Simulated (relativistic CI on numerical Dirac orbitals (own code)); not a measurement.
Calculated at this level of theory: Dirac-Coulomb-Breit CI, orbitals from a KLI potential per configuration, model QED, unscaled Slater integrals (own radial code, finite nucleus).

The strongest absorption lines from the ground level of an ion, among the configurations computed and to levels below about 220 eV (vacuum wavelength in nm, gf): 7.1745 (0.87), 7.3218 (0.64), 8.0949 (0.23), 8.1448 (0.56), 8.2867 (0.36), 8.4712 (0.5), 8.8548 (0.21), 9.1658 (0.36).

**Question.** Which ion is it?
A. Ru XXIV
B. Zr XVIII
C. Zr XX
D. Kr XVI

**Answer.** C. Zr XX has 21 electrons and the ground level 3s2.3p6.3d3 4F_3/2; the strongest line goes to 3s2.3p5.3d4 4D°_1/2. The pattern of lines fixes the number of electrons, and along that sequence the line energies rise steadily with the charge (about as its square where n changes within one kind of shell, about linearly where n is kept but much faster in heavy ions where fine structure, which grows about as Z⁴, sets the gap, and irregularly where shells cross), which fixes Z. Configurations outside the model, such as inner-shell arrays, can give stronger lines. At this charge energies of transitions that change n are usually good to better than 1 %, and those within a shell (Δn = 0) to a few per cent. Terms inside the open d or f shell come out 10 to 20 % too wide with unscaled integrals.

LS names give the leading component of a level, which can be under half, so a name can repeat, a term be missing and a line seem to break the LS rules.
